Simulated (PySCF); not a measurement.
$^{19}$F chemical shifts

Computational details: coordinates at the GFN2-xTB level, σ from GIAO-PBE0/pcSseg-1, in PySCF 2.14.0 with density-fitted response routines (single conformer, averaged over atoms made equivalent by symmetry, fast rotation or ring inversion, isolated molecule, relativity neglected).

Shieldings were converted by a linear fit to measured shifts: $^{19}$F: δ = 146.13 − 0.903σ +14.6 on sp3 carbon (rms 6.0 ppm, 223 shifts, 7.0 ppm with the 5 outliers that the fit left out vs CFCl3, solution or neat liquid). A few per cent of atoms miss by over 2 rms, more outside the fitted compound classes.

Question: Give the $^{19}$F shifts of `FC[C@@]1([SiH3])C[SiH2]1`.

Answer: 
| compound | environment | δ (ppm) |
| --- | --- | --- |
| FC[C@@]1([SiH3])C[SiH2]1 | fluorine on an sp3 carbon | -195.6 |

Question: Order these by $^{19}$F shift, lowest first.
A. CC1=C(C#N)CO[C@@H]1CF
B. C[C@@H]1CC(=S)C[C@@H]1C(F)(F)F
C. F[C@@H]1C[SiH2]C[SiH2]1

Answer: A (-229.1 ppm, fluorine on an sp3 carbon), C (-202.0 ppm, fluorine on an sp3 carbon), B (-68.7 ppm, fluorine of a CF3 group).
